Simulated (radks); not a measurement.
Values are calculated unless marked as measured or tabulated.
Question: Spherical quantum dot in the effective-mass picture: electrons in a hard-walled sphere of radius 1.54, all in effective atomic units (hartree* = m*/eps^2 hartree, bohr* = eps/m* bohr), one dielectric constant everywhere. Level of theory: non-relativistic Kohn-Sham, LDA (Slater exchange, Perdew-Wang correlation), spin-polarised, spherical densities (a radial shooting solver with Libxc functionals). Levels are named by radial order and angular momentum (1s, 1p, 1d, 2s, ...), and open shells are averaged over m. Each electron was tried in the lowest free levels, single moves between levels near the top were tried too, and the lowest total energy was kept; such a search can miss a lower state. Give the order in which the levels fill up to N = 25, the shell closures and the spin along the way.

Answer: Shells are first occupied in the order 1s, 1p, 1d, 2s, 1f. Open shells at each N (closed shells left out): 1: 1s(up 1, down 0); 2: none; 3: 1p(up 1, down 0); 4: 1p(up 2, down 0); 5: 1p(up 3, down 0); 6: 1p(up 3, down 1); 7: 1p(up 3, down 2); 8: none; 9: 1d(up 1, down 0); 10: 1d(up 2, down 0); 11: 1d(up 3, down 0); 12: 1d(up 4, down 0); 13: 1d(up 5, down 0); 14: 1d(up 5, down 1); 15: 1d(up 5, down 2); 16: 1d(up 5, down 3); 17: 1d(up 5, down 4); 18: none; 19: 2s(up 1, down 0); 20: 2s(up 1, down 0) 1f(up 1, down 0); 21: 2s(up 1, down 0) 1f(up 2, down 0); 22: 2s(up 1, down 0) 1f(up 3, down 0); 23: 2s(up 1, down 0) 1f(up 4, down 0); 24: 2s(up 1, down 0) 1f(up 5, down 0); 25: 2s(up 1, down 0) 1f(up 6, down 0). All shells are closed at N = 2, 8, 18 (there: 1s2 1p6 1d10). Largest 2S: 7, at N = 25.
